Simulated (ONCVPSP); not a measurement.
How hard is this barium ONCV potential?

Ba, optimised norm-conserving Vanderbilt (ONCV), made with ONCVPSP 4.0.1 (PBEsol, scalar-relativistic). Core [Kr] 4d10 5s2, reference 5p6 6s1.5 (charge +0.5). Waves: 6s: rc 4.00 bohr, ncon 4, nbas 8, qcut 1.6 1/bohr, 2 projectors, debl 3.7 Ha; 5p: rc 2.75 bohr, ncon 3, nbas 7, qcut 4.1 1/bohr, local; d scattering state at 0.03 Ha: rc 3.20 bohr, ncon 4, nbas 7, qcut 2.8 1/bohr, 2 projectors, debl 2.8 Ha. Local part: the p channel. Core correction: polynomial model core, fcfact 0.45.

In the d channel the program set the typed energies aside and used 0.050, 2.850 Ha.

For each optimised wave give the share of its norm inside rc, the residual kinetic energy above qcut (Ha) and the cutoffs (Ha) for errors of 10, 1, 0.1 and 0.01 mHa per electron.

```tsv
wave	norm inside rc	residual KE	10 mHa	1 mHa	0.1 mHa	0.01 mHa
6s	0.396	6.2e-04	0.6	1.2	4.3	9.7
s projector 2	0.154	6.8e-01	13.5	16.8	22.5	36.8
5p	0.890	1.6e-06	3.3	4.5	5.2	6.1
d projector 1	0.158	1.6e-03	2.8	4.2	13.5	17.0
d projector 2	0.152	4.0e-01	5.7	12.5	21.3	23.9
```

The occupied waves need 4.5 Ha and 5.2 Ha for 1 and 0.1 mHa. The cutoffs count occupied waves only; projector 2 of the s channel, the hardest unoccupied one, needs 17 Ha at the loose tolerance. 1 of 4 tests not solved or not reliable.
